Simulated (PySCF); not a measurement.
C4H8S. Atoms are numbered in the order given.

```xyz
13

C     -0.2753    -0.7142     1.2841
C      0.2753     0.7142     1.2841
C     -0.1371     1.3404    -0.0500
S      0.0000     0.0000    -1.3171
C      0.1371    -1.3404    -0.0500
H      0.0984    -1.3060     2.1357
H     -1.3756    -0.6863     1.3569
H     -0.0984     1.3060     2.1357
H      1.3756     0.6863     1.3569
H     -1.1776     1.6998    -0.0175
H      0.5086     2.1805    -0.3431
H      1.1776    -1.6998    -0.0175
H     -0.5086    -2.1805    -0.3431
```

Geometry optimised at B3LYP-D3(BJ)/def2-SVP. The values are those of a single conformer.

Calculation: TDA-LC-ωPBE/def2-SVPD run with PySCF.

Vertical excitations. The molecule is in vacuum. State labels are in the subgroup C2.

| state | symmetry | energy (eV) | λ (nm) | f | main pairs |
|---|---|---|---|---|---|
| S1 | A | 5.33 | 233 | 0.000 | HOMO→LUMO 60 %, HOMO→LUMO+7 30 % |
| S2 | B | 6.66 | 186 | 0.042 | HOMO→LUMO+1 47 %, HOMO→LUMO+2 38 %, HOMO→LUMO+6 8 % |
| S3 | B | 6.91 | 179 | 0.002 | HOMO→LUMO+2 42 %, HOMO→LUMO+1 30 %, HOMO→LUMO+5 13 %, HOMO→LUMO+10 11 % |
| S4 | A | 7.31 | 170 | 0.045 | HOMO→LUMO+3 93 % |
| S5 | A | 7.78 | 159 | 0.001 | HOMO→LUMO+7 53 %, HOMO→LUMO 36 % |
| S6 | B | 8.32 | 149 | 0.005 | HOMO→LUMO+6 43 %, HOMO→LUMO+10 18 %, HOMO→LUMO+2 17 %, HOMO→LUMO+5 10 % |
| S7 | B | 8.54 | 145 | 0.093 | HOMO−1→LUMO 57 %, HOMO−1→LUMO+7 18 % |
| S8 | B | 8.63 | 144 | 0.033 | HOMO→LUMO+5 54 %, HOMO→LUMO+1 15 %, HOMO→LUMO+6 11 % |
| S9 | A | 8.67 | 143 | 0.003 | HOMO→LUMO+4 77 % |
| S10 | B | 9.02 | 137 | 0.077 | HOMO→LUMO+10 51 %, HOMO→LUMO+6 30 % |
| T1 | A | 4.75 | 261 | 0 | HOMO→LUMO 53 %, HOMO→LUMO+7 36 % |
| T2 | B | 5.91 | 210 | 0 | HOMO→LUMO+2 37 %, HOMO→LUMO+10 26 %, HOMO→LUMO+5 15 %, HOMO→LUMO+1 8 % |
| T3 | B | 6.44 | 193 | 0 | HOMO→LUMO+1 56 %, HOMO→LUMO+2 22 %, HOMO→LUMO+6 10 % |
| T4 | B | 6.91 | 179 | 0 | HOMO−1→LUMO 47 %, HOMO−1→LUMO+7 37 % |
Triplets are in the Tamm–Dancoff approximation.
